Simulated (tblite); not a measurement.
Species: C₄H₈SSi₂.
SMILES with atom numbers: `[SiH3:1][SiH2:2][c:3]1[cH:4][cH:5][cH:6][s:7]1` (hydrogens: H8, H9, H10 on Si1; H11, H12 on Si2; H13 on C4; H14 on C5; H15 on C6)

Computed with GFN2-xTB (tblite), gas phase: L-BFGS steps from a force-field or distance-geometry start until the largest atomic force falls under 0.01 eV/Å.

Step 22: E = -525.4014 eV
```
atom  x, y, z in Å  |  force x, y, z in eV/Å
Si1     2.6457   -0.5146    1.1009   -0.013   0.017   0.009
Si2     1.3670    0.9356   -0.1736    0.046   0.032  -0.036
C3     -0.4392    0.4360   -0.1085    0.024   0.014   0.001
C4     -1.1906   -0.2736   -0.9973    0.004   0.006   0.001
C5     -2.5144   -0.5049   -0.5669   -0.017  -0.003  -0.005
C6     -2.7603    0.0311    0.6552   -0.017  -0.019   0.011
S7     -1.3795    0.8235    1.2969   -0.006   0.011   0.037
H8      4.0590   -0.1307    1.0937    0.009   0.006  -0.012
H9      2.2213   -0.5401    2.5026   -0.007   0.005   0.020
H10     2.5811   -1.9005    0.6289   -0.002  -0.007  -0.023
H11     1.4141    2.3312    0.2910    0.014  -0.034  -0.006
H12     1.7095    0.9602   -1.6042   -0.005  -0.015   0.018
H13    -0.8030   -0.6146   -1.9415    0.000  -0.003   0.007
H14    -3.2491   -1.0430   -1.1389   -0.002  -0.005  -0.018
H15    -3.6661    0.0123    1.2274   -0.028  -0.004  -0.004
```

Step 23: E = -525.4017 eV
```
atom  x, y, z in Å  |  force x, y, z in eV/Å
Si1     2.6463   -0.5146    1.1007   -0.017   0.019   0.007
Si2     1.3669    0.9354   -0.1727    0.051   0.041  -0.044
C3     -0.4395    0.4382   -0.1062    0.023   0.011   0.007
C4     -1.1896   -0.2714   -0.9959   -0.002  -0.004  -0.003
C5     -2.5136   -0.5041   -0.5668   -0.021  -0.013  -0.002
C6     -2.7614    0.0285    0.6566   -0.014   0.000   0.002
S7     -1.3809    0.8227    1.2990   -0.027   0.007   0.044
H8      4.0596   -0.1311    1.0922    0.010   0.007  -0.008
H9      2.2194   -0.5386    2.5017   -0.002   0.002   0.021
H10     2.5818   -1.9002    0.6279   -0.003  -0.010  -0.021
H11     1.4194    2.3321    0.2892    0.010  -0.040  -0.009
H12     1.7047    0.9558   -1.6049   -0.002  -0.013   0.024
H13    -0.8009   -0.6132   -1.9393    0.000   0.001   0.004
H14    -3.2463   -1.0430   -1.1407   -0.005  -0.003  -0.015
H15    -3.6703    0.0115    1.2249   -0.001  -0.007  -0.007
```

**Question.** Estimate the geometry and energy of step 24. (The exact step hangs on the optimiser's Hessian estimate; all steps are aligned on step 23, rigid shifts and turns removed.)

**Answer.** E = -525.4020 eV, largest force 0.059 eV/Å
```
atom  x, y, z in Å  |  force x, y, z in eV/Å
Si1     2.6466   -0.5144    1.1005   -0.013   0.013   0.005
Si2     1.3677    0.9359   -0.1725    0.036   0.029  -0.036
C3     -0.4396    0.4407   -0.1035    0.013   0.006   0.015
C4     -1.1885   -0.2692   -0.9941   -0.005  -0.008   0.001
C5     -2.5129   -0.5035   -0.5667   -0.015  -0.018   0.002
C6     -2.7628    0.0258    0.6578   -0.008   0.018  -0.009
S7     -1.3829    0.8220    1.3019   -0.038  -0.001   0.032
H8      4.0604   -0.1316    1.0906    0.005   0.006  -0.004
H9      2.2174   -0.5371    2.5010    0.003   0.000   0.018
H10     2.5826   -1.9000    0.6267   -0.005  -0.004  -0.016
H11     1.4251    2.3325    0.2870    0.008  -0.030  -0.007
H12     1.6993    0.9510   -1.6053    0.006  -0.009   0.012
H13    -0.7986   -0.6116   -1.9369   -0.001   0.007   0.005
H14    -3.2435   -1.0431   -1.1429   -0.006   0.001  -0.010
H15    -3.6747    0.0104    1.2222    0.021  -0.010  -0.007
```

The energy changes by -0.0003 eV. The first-order estimate −F·Δx gives -0.0005 eV and the mean of the old and new forces, exact on a quadratic surface, -0.0003 eV. The step makes an angle of 75° with the force vector and moves no atom by more than 0.007 Å.

The cost below is that of the whole relaxation. The run took 0.22 s of wall time on an Arm Neoverse V2 with one thread, no GPU, on a shared host.
